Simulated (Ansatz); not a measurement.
One change: `O[SiH2]S[Si](F)(Cl)Cl` becomes `F[Si](F)(Cl)Cl`.

Ansatz, PBE0-D4/def2-TZVP geometries, multiplicity 1. Each molecule was computed in one conformer, which needn't be the lowest.

| property | `O[SiH2]S[Si](F)(Cl)Cl` |
| --- | --- |
| HOMO–LUMO gap (B3LYP/def2-TZVPP) / eV | 7.43 |
| size of the dipole moment (ωB97M-V/def2-TZVPP) / D | 0.56 |
| HOMO–LUMO gap (PBE/def2-TZVPP) / eV | 5.71 |
| HOMO energy (PBE0/def2-TZVPP) / eV | -8.28 |
| LUMO energy (B3LYP/def2-TZVPP) / eV | -0.56 |
| LUMO energy (ωB97M-V/def2-TZVPP) / eV | 1.58 |

Task: Give the same properties after the change, and the shifts. (An estimate is asked.)

Result: Ansatz gave: 
| property | `F[Si](F)(Cl)Cl` | shift |
| --- | --- | --- |
| HOMO–LUMO gap (B3LYP/def2-TZVPP) / eV | 9.44 | 2.01 |
| size of the dipole moment (ωB97M-V/def2-TZVPP) / D | 0.68 | 0.12 |
| HOMO–LUMO gap (PBE/def2-TZVPP) / eV | 7.50 | 1.79 |
| HOMO energy (PBE0/def2-TZVPP) / eV | -9.93 | -1.65 |
| LUMO energy (B3LYP/def2-TZVPP) / eV | -0.18 | 0.38 |
| LUMO energy (ωB97M-V/def2-TZVPP) / eV | 2.17 | 0.59 |

With PBE0 the HOMO falls by 1.65 eV and the LUMO rises by 0.47 eV, so the gap widens by about 2.12 eV. PBE moves the HOMO by -1.44 eV and ωB97M-V by -1.73 eV. Dipoles are sizes alone; their direction can turn.

B3LYP here is the variant with VWN-RPA as its local correlation; programs differ in this.
